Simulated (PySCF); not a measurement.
C5H5N2Si (doublet state).
Geometry (GFN2-xTB, Å), atoms numbered from 1 in this order:
```
atom  x, y, z in Å
N1    -3.6938   -0.3219    0.8097
C2    -2.7618    0.2327    0.4423
Si3   -1.2471    1.1491   -0.1560
C4    -0.0339   -0.2155   -0.3820
C5     0.5749   -1.3805    0.2488
C6     1.4128   -0.4370   -0.6012
C7     2.3221    0.4461    0.0414
N8     3.0344    1.1653    0.5765
H9    -0.9173    2.1484    0.8659
H10   -1.5464    1.7498   -1.4565
H11    0.3784   -2.3644   -0.1598
H12    0.7138   -1.3890    1.3245
H13    1.7595   -0.7825   -1.5713
```

The hyperfine couplings belong to this conformer and change with its torsions.

As a line formula: `C1[C@@H]([C]1[SiH2]C#N)C#N` [radical].

Method: PySCF 2.14.0, UKS B3LYP, pcH-1 on C H N Si, non-relativistic, mean-field spin-orbit, GIAO. One conformer (not necessarily the lowest) at the GFN2-xTB geometry, without solvent, vibrations or thermal averaging. The geometry wasn't refined by DFT: couplings that depend on bond lengths, twists or pyramidal angles can differ widely from those at the functional's own minimum. No stability test was run, so a lower SCF solution isn't excluded.

(1) Match the computed a_iso(13C) values +154.0, +36.2, -26.2, -19.4 MHz with the sites C4; C5; C6; C7.

Results:

(1) 
```tsv
site	a_iso (MHz)	ρ(0) (bohr⁻³)	position	distance from C4 (Å)	spin population	largest |T| (MHz)
C4	+154.0	+0.1370	largest spin population	0.00	+0.95	149.2
C5	-26.2	-0.0233	1 bond from C4	1.46	-0.06	4.3
C6	-19.4	-0.0173	1 bond from C4	1.48	-0.05	3.4
C7	+36.2	+0.0322	2 bonds from C4	2.48	+0.01	4.4
```

ρ(0) is the spin density at the nucleus and T the dipolar tensor; a_iso includes a spin–orbit part. The Mulliken spin populations are largest on C4 (+0.95) and C5 (-0.06). No atom but C4 exceeds +0.15. The angles at C4 add up to 347.6°, so it is slightly pyramidal.
